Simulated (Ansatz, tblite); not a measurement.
Removing and adding an electron: Me2Se2 (C₂H₆Se₂). The state is a singlet with charge 0. Geometry: r2SCAN-D4/def2-SVP. Ansatz, gas phase; energy differences of separate SCF runs; the oxidised species was run as a doublet alone; the reduced species was run as a doublet alone.

```xyz
10

C     0.096   -1.416    1.446
Se    0.267    0.531    1.617
Se   -1.190    1.245   -0.047
C    -0.001    1.233   -1.607
H     0.470   -1.755    0.471
H    -0.951   -1.714    1.584
H     0.715   -1.848    2.247
H     0.856    1.896   -1.431
H    -0.600    1.615   -2.449
H     0.337    0.213   -1.831
```

The xTB rows come from tblite. Correlated methods freeze 20 core orbitals; core or outer-core shells of Se are correlated, in sets that lack core-valence functions. The rows differ in basis, and correlated rows in double-zeta sets carry the largest basis error. In CCSD on the charge 1 doublet the largest single amplitude is 0.24, so its Hartree–Fock determinant may place the open shell otherwise than the density functionals do. HOMO above LUMO, or a gap near zero within one spin, warns that the state may not be the lowest or that an electron is smeared out.

```csv
level,−HOMO (eV),vertical IE (eV),−LUMO (eV),vertical EA (eV),HOMO–LUMO gap (eV),IE − EA (eV)
GFN1-xTB,10.25,13.72,6.38,2.86,3.87,10.86
GFN2-xTB,10.16,12.84,6.72,4.27,3.43,8.57
HF/def2-SVP,–,7.72,–,–,–,–
PBE0-D4/def2-TZVP,6.48,8.45,1.03,–,5.45,–
CCSD/def2-SVP,–,8.36,–,–,–,–
CCSD(T)/def2-SVP,–,8.35,–,–,–,–
```

(1) Estimate the rows for PBE-D4/def2-TZVP, PBE-D4/def2-TZVPD, r2SCAN-D4/def2-TZVP, r2SCAN-D4/def2-TZVPD, PBE0-D4/def2-TZVPD, MP2/def2-SVP.

Results:

(1) 
| level | −HOMO (eV) | vertical IE (eV) | −LUMO (eV) | vertical EA (eV) | HOMO–LUMO gap (eV) | IE − EA (eV) | remarks |
| --- | --- | --- | --- | --- | --- | --- | --- |
| PBE-D4/def2-TZVP | 5.35 | 8.21 | 1.90 | – | 3.46 | – | gap within one spin near zero (+1 doublet) |
| PBE-D4/def2-TZVPD | 5.39 | – | 1.98 | -0.16 | 3.41 | – | HOMO above zero (-1 doublet) |
| r2SCAN-D4/def2-TZVP | 5.60 | 8.35 | 1.74 | – | 3.85 | – | – |
| r2SCAN-D4/def2-TZVPD | 5.62 | – | 1.79 | -0.25 | 3.83 | – | HOMO above zero (-1 doublet) |
| PBE0-D4/def2-TZVPD | 6.50 | – | 1.13 | -0.30 | 5.37 | – | HOMO above zero (-1 doublet) |
| MP2/def2-SVP | – | 8.50 | – | – | – | – | – |

   A HOMO above zero means that the electron is unbound at that level or that self-interaction error raises the level; the energy of removing that electron tells which. Raw xTB energy differences between charge states are shifted by several eV; the methods need an empirical correction for them. A negative affinity means that the extra electron isn't bound; its size then hangs on the basis.
